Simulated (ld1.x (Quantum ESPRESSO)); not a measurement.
What the settings do to the TM potential of zinc

Base potential:

```json
{"Element": "zinc (Zn)", "Generator": "ld1.x (Quantum ESPRESSO) 7.5", "Type": "norm-conserving Troullier–Martins (Kleinman–Bylander form)", "Functional": "PW91", "Relativity": "fully relativistic", "Frozen core": "[Ne] 3s2", "Valence charge": "18", "Reference configuration": "3p6 3d10 4s2 4p0", "Partial waves": "4s (bound): rc 2.05 bohr; 3p (bound): rc 1.10 bohr; 3d (bound): rc 1.10 bohr; 4f channel at 0.25 Ry: rc 1.75 bohr", "Local potential": "all-electron potential smoothed inside 1.05 bohr (lloc = -2)", "Core correction": "Bessel-smoothed model core, default radius (core density twice the valence density)"}
```

Open shells are filled in proportion to 2j + 1 (rel_dist='average').

All-electron outer shells of the reference configuration (PW91, scalar-relativistic, ld1.x):

```csv
shell,level (eV),outermost node (bohr),outermost maximum (bohr)
2p,-1004.48,–,0.15
3s,-129.24,0.28,0.59
3p,-83.46,0.25,0.59
3d,-10.22,–,0.57
4s,-6.05,0.85,2.09
4p,-1.17,0.92,3.08
```

Cutoffs, loose and tight: the cutoffs (Ry, on a coarse ladder) from which the occupation-weighted sum of valence levels, in a spherical-Bessel basis at the reference potential, stays within 10 and 1 mRy of its value at 400 Ry. They do not see the model core or the augmentation charge, which bear on the density cutoff. Test errors are all-electron minus pseudo excitation energies from the reference, over the configurations 3p6 3d10 4s1 4p0; 3p6 3d10 4s0 4p0; 3p6 3d9 4s0 4p0; 3p6 3d10 4s0 4p1; 3p6 3d9 4s2 4p1; 3p6 3d10 4s1 4p1; 3p5 3d10 4s2 4p0. A dash means not determined; rows that change the core or the reference have their own tests. The largest error is taken over the tests solved by every variant that gives reliable tests at all: 3p6 3d10 4s0 4p0; 3p6 3d10 4s0 4p1; 3p6 3d9 4s0 4p0.

A true bound ghost makes a file unfit for plane-wave use even where its test errors are small: the radial tests pick states by their node count and pass the ghost by. Where a test does run into it, the solver fails or the error is huge.

| change | outcome | cutoff, loose | cutoff, tight | bound ghosts | largest test error (meV) |
| --- | --- | --- | --- | --- | --- |
| base | generated | 200 Ry | over 300 Ry | s | -83 |
| wave 3p (bound): rc 1.10 bohr becomes 3p (bound): rc 0.80 bohr | generated | 200 Ry | over 300 Ry | s | -87 |
| wave 3p (bound): rc 1.10 bohr becomes 3p (bound): rc 0.94 bohr | generated | 200 Ry | over 300 Ry | s | -83 |
| wave 3p (bound): rc 1.10 bohr becomes 3p (bound): rc 1.00 bohr | generated | 200 Ry | over 300 Ry | s | -82 |
| wave 3p (bound): rc 1.10 bohr becomes 3p (bound): rc 1.14 bohr | generated | 200 Ry | over 300 Ry | s | -84 |
| wave 3p (bound): rc 1.10 bohr becomes 3p (bound): rc 1.20 bohr | generated | 200 Ry | over 300 Ry | s | -87 |
| wave 3p (bound): rc 1.10 bohr becomes 3p (bound): rc 1.52 bohr | generated | 200 Ry | over 300 Ry | s | -167 |
| wave 3p (bound): rc 1.10 bohr becomes 3p (bound): rc 1.64 bohr | generated | 200 Ry | over 300 Ry | s | -225 |

What comes out with this change to the base: wave 3p (bound): rc 1.10 bohr becomes 3p (bound): rc 0.74 bohr?

outcome: generated; cutoff, loose: 230 Ry; cutoff, tight: over 300 Ry; bound ghosts: s; largest test error (meV): -88.

What comes out with this change to the base: wave 3p (bound): rc 1.10 bohr becomes 3p (bound): rc 1.36 bohr?

outcome: generated; cutoff, loose: 200 Ry; cutoff, tight: over 300 Ry; bound ghosts: s; largest test error (meV): -110.

What comes out with this change to the base: wave 3p (bound): rc 1.10 bohr becomes 3p (bound): rc 1.46 bohr?

outcome: generated; cutoff, loose: 200 Ry; cutoff, tight: over 300 Ry; bound ghosts: s; largest test error (meV): -139.

Reading the sweep of the p radius (base included, trends over the rows without a ghost): Bound ghosts are found at 0.74, 0.8, 0.94, 1, 1.1, 1.14, 1.2, 1.36, 1.46, 1.52, 1.64 bohr. Every judged row has one, so this setting neither creates nor removes them.
